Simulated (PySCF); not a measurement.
C2H9AlOSi, triplet, at a GFN2-xTB geometry of the parent state (such geometries of metal compounds can be far from the true shape) (a higher spin typed on purpose: for a closed-shell molecule this is an excited state); DF-BLYP/pcseg-1 run with PySCF.

Here is a job for PySCF.
```python
from pyscf import gto, scf, dft

mol = gto.M(
    atom='''
Al   -0.348811    1.109574    0.025886
C     1.575079    1.935325    0.018947
H     2.313334    1.445103    0.669354
H     1.540882    2.984745    0.342838
H     2.023364    1.947412   -0.984531
C    -0.912952    1.103268    2.042014
H    -1.891134    0.628752    2.203298
H    -1.015924    2.132324    2.413262
H    -0.221155    0.602930    2.734474
O    -0.225424   -0.596252   -0.522581
Si   -0.031553   -2.121726   -0.908719
H    -0.907941   -3.004335   -0.110693
H     1.354672   -2.596952   -0.734888
H    -0.389186   -2.321813   -2.332683
''',
    basis='pcseg-1',
    charge=0,
    spin=2,
    verbose=3,
)

mf = dft.UKS(mol)
mf.xc = 'blyp'
mf = mf.density_fit(auxbasis='def2-universal-jkfit')
mf.kernel()
mf.analyze()
```

### Question
Predict the main parts of the log of this PySCF run.

### Answer

```
converged SCF energy = -688.619846959142  <S^2> = 2.0032523  2S+1 = 3.0021674
**** MO energy ****
                             alpha | beta                alpha | beta
MO #1   energy= -65.4718909682267  | -65.4718898103842  occ= 1 | 1
MO #2   energy= -55.4314092792972  | -55.4289467366539  occ= 1 | 1
MO #3   energy= -18.7596192602465  | -18.7548789611015  occ= 1 | 1
MO #4   energy= -9.92933400477117  | -9.92294072122659  occ= 1 | 1
MO #5   energy= -9.92883513812651  | -9.92247811616869  occ= 1 | 1
MO #6   energy= -5.06538957387968  | -5.06539208384875  occ= 1 | 1
MO #7   energy= -3.93119594137124  | -3.92834565626467  occ= 1 | 1
MO #8   energy= -3.48790749889018  | -3.48788093295893  occ= 1 | 1
MO #9   energy= -3.48555431615954  | -3.48557512028099  occ= 1 | 1
MO #10  energy= -3.4851733098324   | -3.48518333796755  occ= 1 | 1
MO #11  energy= -2.54415533253423  | -2.54108430333497  occ= 1 | 1
MO #12  energy= -2.54340400134444  | -2.54090120206935  occ= 1 | 1
MO #13  energy= -2.54295907454571  | -2.53831756497718  occ= 1 | 1
MO #14  energy= -0.881035157479178 | -0.871396607983868 occ= 1 | 1
MO #15  energy= -0.636055014533799 | -0.622794237917153 occ= 1 | 1
MO #16  energy= -0.627483130833914 | -0.614795272145044 occ= 1 | 1
MO #17  energy= -0.486675274537974 | -0.483433985789243 occ= 1 | 1
MO #18  energy= -0.391911475192367 | -0.386210168371596 occ= 1 | 1
MO #19  energy= -0.369358995939381 | -0.363194516140839 occ= 1 | 1
MO #20  energy= -0.367446120824256 | -0.361227794715221 occ= 1 | 1
MO #21  energy= -0.360957769760359 | -0.355320477573865 occ= 1 | 1
MO #22  energy= -0.359143739728591 | -0.353181266964858 occ= 1 | 1
MO #23  energy= -0.336611285909212 | -0.327661874806391 occ= 1 | 1
MO #24  energy= -0.331558101022914 | -0.326427427012841 occ= 1 | 1
MO #25  energy= -0.319668873823013 | -0.294227410824561 occ= 1 | 1
MO #26  energy= -0.278702846832724 | -0.260922392837752 occ= 1 | 1
MO #27  energy= -0.257564885001294 | -0.252096752938846 occ= 1 | 1
MO #28  energy= -0.2550683507992   | -0.22524611577202  occ= 1 | 0
MO #29  energy= -0.122516584183816 | -0.0668016551480002 occ= 1 | 0
MO #30  energy= -0.00367970221140634 | 0.000733072659189649 occ= 0 | 0
MO #31  energy= 0.0150007751052453 | 0.021900215407372  occ= 0 | 0
MO #32  energy= 0.0157974503621554 | 0.0266871190739    occ= 0 | 0
MO #33  energy= 0.0461164596807713 | 0.0512342486278539 occ= 0 | 0
MO #34  energy= 0.0525590496465549 | 0.0548722916666287 occ= 0 | 0
MO #35  energy= 0.0626004543432406 | 0.0645676201891741 occ= 0 | 0
MO #36  energy= 0.0699308374626018 | 0.0761131745949527 occ= 0 | 0
MO #37  energy= 0.0736586525968979 | 0.0783800884595829 occ= 0 | 0

To work with the spin densities directly, `use mulliken_meta_spin()` only printing them here.

 ** Mulliken spin pop alpha/beta on meta-lowdin orthogonal AOs **
 ** Mulliken Spin Density (per atom)  **
spin density of  0 Al =      0.86900
spin density of  1 C =      0.40812
spin density of  2 H =      0.01604
spin density of  3 H =     -0.00070
spin density of  4 H =      0.00639
spin density of  5 C =      0.41047
spin density of  6 H =      0.00635
spin density of  7 H =     -0.00051
spin density of  8 H =      0.01605
spin density of  9 O =      0.20670
spin density of  10 Si =      0.00646
spin density of  11 H =      0.03592
spin density of  12 H =      0.01170
spin density of  13 H =      0.00800
 ** Mulliken pop alpha/beta on meta-lowdin orthogonal AOs **
 ** Mulliken atomic charges   ( Nelec_alpha | Nelec_beta ) **
charge of  0Al =      0.49097  (     6.68901      5.82002 )
charge of  1C =     -0.43336  (     3.42074      3.01262 )
charge of  2H =      0.10876  (     0.45364      0.43760 )
charge of  3H =      0.12187  (     0.43871      0.43941 )
charge of  4H =      0.12719  (     0.43960      0.43321 )
charge of  5C =     -0.43244  (     3.42146      3.01098 )
charge of  6H =      0.12723  (     0.43956      0.43321 )
charge of  7H =      0.12217  (     0.43866      0.43917 )
charge of  8H =      0.10835  (     0.45385      0.43780 )
charge of  9O =     -0.72648  (     4.46659      4.25989 )
charge of  10Si =      0.73240  (     6.63703      6.63057 )
charge of  11H =     -0.10595  (     0.57093      0.53502 )
charge of  12H =     -0.12069  (     0.56620      0.55449 )
charge of  13H =     -0.12001  (     0.56400      0.55601 )
Dipole moment(X, Y, Z, Debye):  1.10645,  0.68152,  1.80852
```
